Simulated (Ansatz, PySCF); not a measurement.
Gas-phase reaction in SMILES: CCCC[C@H](C)Cl [(2S)-2-chlorohexane] → [CH3] (CH3) + [CH2]CC[C@H](C)Cl (the C-C bond at the site shown breaks; other sites are not compared here)
Structures are relaxed separately at B3LYP-D3(BJ)/def2-TZVP in Ansatz (a quantum-chemistry and plane-wave program), one conformer each, not searched for the lowest. Frequencies are from Ansatz or PySCF.

Quantity: bond dissociation energy (enthalpy at 298 K, with B3LYP-D3(BJ) rigid-rotor harmonic-oscillator terms), in kJ/mol. Cores are frozen in the correlated levels unless marked. Open shells are spin-unrestricted. Spin-orbit coupling is left out. Non-relativistic. Basis-set limits of correlation are two-point, X^-3; Hartree-Fock from the larger set. [CCSD(T)-MP2]/basis is that difference in the basis named.

```tsv
level	program	bond dissociation energy (kJ/mol)
HF/cc-pwCVTZ	Ansatz	241.4
revPBE-D3(BJ)/def2-TZVPD	Ansatz + dftd3	353.4
r2SCAN/def2-TZVPD	Ansatz	334.9
B3LYP-D3(BJ)/def2-TZVPD	Ansatz + dftd3	353.2
PBE0-D4/def2-TZVPD	Ansatz + dftd4	364.3
PBE0/def2-TZVP	Ansatz	358.6
r2SCAN0-D4/def2-TZVPD	Ansatz + dftd4	336.7
```

What does RI-MP2/CBS(cc-pV(T+d)Z,cc-pV(Q+d)Z)+[CCSD(T)-MP2]/cc-pV(T+d)Z (Ansatz) give?

376.4 kJ/mol, so r2SCAN0-D4/def2-TZVPD differs from it by -39.7 kJ/mol.
